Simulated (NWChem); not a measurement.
# Electron attachment to BrSi

```xyz
2

Si     0.0000     0.0000     1.5996
Br     0.0000     0.0000    -0.6398
```
Charge 0, spin multiplicity 2.

The numbers come from NWChem runs, not from measurements. All single points use one geometry, from UPBE0/def2-SVP, a minimum by its harmonic frequencies.

Basis set: def2-TZVPD. The species with one electron more has spin multiplicity 3 and keeps the geometry of the parent. Δ marks differences of total energies (open shells unrestricted). −ε marks an orbital energy of the parent. That orbital need not have the symmetry of the hole or added electron in the Δ rows. The basis adds only a small set of diffuse functions.

The Hamiltonian is non-relativistic. The correlated methods keep 14 core orbitals frozen. This spin state was chosen for the runs; another may lie lower. The structure started from a generated list of species. The unpaired electrons of the parent sit in orbitals of symmetry b2 (C2v labels of the run); other states weren't searched. No SCF solution was tested for a lower state.

### Question
One of these methods gave a vertical electron affinity of 1.08 eV. Which?
A) ΔBP86
B) ΔB2PLYP
C) −ε(alpha LUMO) of PBE0
D) −ε(alpha LUMO) of PBE

### Answer
B, ΔB2PLYP. The others give 3.18 (−ε(alpha LUMO) of PBE0), 3.99 (−ε(alpha LUMO) of PBE), 1.26 (ΔBP86).
